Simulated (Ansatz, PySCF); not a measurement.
System: C₂H₂Cl, charge 0, multiplicity 2. It need not be the lowest isomer of its formula. 
Geometry from a B3LYP-D3(BJ)/def2-TZVP (Ansatz, a quantum-chemistry and plane-wave program) optimisation:
SMILES: [C](=C/Cl)/[H]
```xyz
5

C      1.7016    -0.2584     0.0228
C      0.6654     0.5164     0.0131
Cl    -0.9934    -0.1090    -0.0151
H      1.9960    -1.2918     0.0201
H      0.6906     1.5972     0.0208
```
Charge 0, spin multiplicity 2.

Total electronic energies in hartree. Valence correlation only, unless marked. Open shells are spin-unrestricted. Spin-orbit coupling is left out. No relativistic terms. Basis-set limits of correlation are two-point, X^-3; Hartree-Fock from the larger set. The bracket is a focal-point correction in the basis named.

The UHF reference is spin-contaminated (<S^2> 0.20 over the pure value in the largest basis). 

| level | program | energy (Eh) |
|---|---|---|
| HF/cc-pV(D+d)Z | Ansatz | -536.31968 |
| HF-D4/def2-TZVPD | PySCF + dftd4 | -536.36069 |
| r2SCAN/def2-TZVPD | Ansatz | -537.47022 |
| PBE0/def2-TZVP | Ansatz | -537.29660 |
| PBE0/def2-QZVPP | Ansatz | -537.31528 |
| TPSSh-D3(BJ)/def2-TZVPD | PySCF + dftd3 | -537.57312 |
| r2SCANh-D4/def2-TZVPD | Ansatz + dftd4 | -537.46514 |
| r2SCANh/def2-TZVPD | Ansatz | -537.46447 |
| r2SCAN0/def2-TZVPD | Ansatz | -537.45657 |
| PW6B95-D4/def2-TZVPD | PySCF + dftd4 | -538.00210 |
| MN15-D3(BJ)/def2-TZVPD | PySCF + dftd3 | -537.34614 |
| SCS-MP2/cc-pV(T+d)Z | Ansatz | -536.81349 |
| CCSD(T)/6-31G | Ansatz | -536.46818 |
| CCSD(T)/cc-pV(D+d)Z | Ansatz | -536.73917 |
| RI-MP2/CBS(cc-pV(T+d)Z,cc-pV(Q+d)Z)+[CCSD(T)-MP2]/cc-pV(T+d)Z | Ansatz | -536.9615 |

Totals of different functionals don't rank their quality; only differences between species are comparable.
